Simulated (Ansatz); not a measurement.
Relaxation of ClH$_{6}$NO$_{2}$Zr (11 atoms, charge 0, multiplicity 1), to a largest force component of 0.03 eV/Å in at most 50 steps.

These are results of RKS B3LYP-D4/def2-SVP (Ansatz), not measurements.

```xyz
11
Properties=species:S:1:pos:R:3
Zr -0.062 -0.705 -0.268
Cl 1.286 1.069 2.709
N 1.848 -0.174 -0.713
H 2.494 -0.618 -1.364
H 2.308 0.642 -0.307
O -1.261 0.781 -0.025
H -1.736 1.601 0.121
O -0.611 -2.112 -1.467
H -1.159 -2.635 -2.057
H 0.067 -1.501 1.410
H 0.819 -0.163 2.452
```

Q: Where does it end, and by what steps?

A: The forces met the threshold. After 31 steps the energy has fallen by 1.752 eV; H11 moved furthest, 2.39 Å. Parted: Zr1–H10 (1.86 → 4.42 Å), Cl2–H11 (1.34 → 2.97 Å). Joined: Zr1–Cl2 (3.72 → 2.41 Å), H10–H11 (1.85 → 0.76 Å).

```tsv
step	energy less start (eV)	largest force component (eV/Å)	accepted
0	0.0000	0.764	yes
2	-0.0155	0.437	no
4	-0.0591	0.082	yes
6	-0.0787	0.217	yes
8	-0.0934	0.313	yes
10	-0.1151	0.492	yes
12	-0.2995	2.257	yes
14	-0.9758	2.322	yes
16	-1.3491	0.554	yes
18	-1.4544	0.485	yes
20	-1.6031	0.494	yes
22	-1.7042	0.087	yes
24	-1.7246	0.223	yes
26	-1.6229	1.964	no
28	-1.7443	0.080	yes
30	-1.7521	0.041	yes
31	-1.7525	0.023	yes
```

```xyz
11
Properties=species:S:1:pos:R:3
Zr 0.111 0.224 -0.156
Cl 0.406 0.434 2.225
N 1.917 0.345 -1.079
H 2.537 -0.435 -1.296
H 2.359 1.205 -1.404
O -0.936 1.714 -0.772
H -1.597 2.357 -1.033
O -0.590 -1.528 -0.509
H -1.081 -2.345 -0.618
H 0.418 -3.272 2.529
H 0.451 -2.515 2.603
```

Whether the end is a true minimum wasn't checked by a vibrational analysis.

The run took 64 s on 4 threads of Arm Neoverse V2 (shared host), peak memory 0.31 GiB.
